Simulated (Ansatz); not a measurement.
Reaction (redistribution): `CC(=O)O[SiH2]Cl` + `COB1C[SiH2]1` → `CO[SiH2]OC(C)=O` + `ClB1C[SiH2]1`

Computed with Ansatz on PBE0-D4/def2-TZVP structures; ΔE is electronic, products minus reactants. CCSD(T)/CBS is the MP2 limit (def2-TZVPP, def2-QZVPP) plus CCSD(T) − MP2 in def2-TZVPP, frozen cores. DFT in def2-TZVPP. B3LYP here is the variant with VWN-RPA as its local correlation; programs differ in this. Each species was taken in one conformer, which may not be the lowest.

| level | ΔE (kcal/mol) | difference from CCSD(T)/CBS |
| --- | --- | --- |
| PBE-D4 | 10.9 | 1.0 |
| ωB97X-V | 10.8 | 0.9 |
| ωB97M-V | 10.6 | 0.7 |
| B2PLYP | 10.0 | 0.1 |
| PBE | 11.1 | 1.2 |
| r2SCAN | 10.2 | 0.3 |
| PBE0 | 11.1 | 1.2 |
| B3LYP | 10.4 | 0.5 |
| HF/def2-TZVPP | 10.5 | 0.6 |
| SCS-MP2/def2-TZVPP | 9.1 | -0.8 |
| CCSD/def2-TZVPP | 9.7 | -0.2 |
| HF/def2-QZVPP | 10.5 | 0.6 |
| MP2/def2-QZVPP | 9.3 | -0.6 |
| SCS-MP2/def2-QZVPP | 9.4 | -0.5 |
| HF/CBS(def2) | 10.4 | 0.5 |
| MP2/CBS(def2) | 9.4 | -0.5 |
| CCSD(T)/CBS | 9.9 | 0 |

Largest T1 diagnostic among the species: 0.014.

In def2-TZVPP, CCSD(T) changes the Hartree–Fock value by −1.0 kcal/mol (the triples alone add −0.2 kcal/mol) and MP2 by −1.4 kcal/mol.
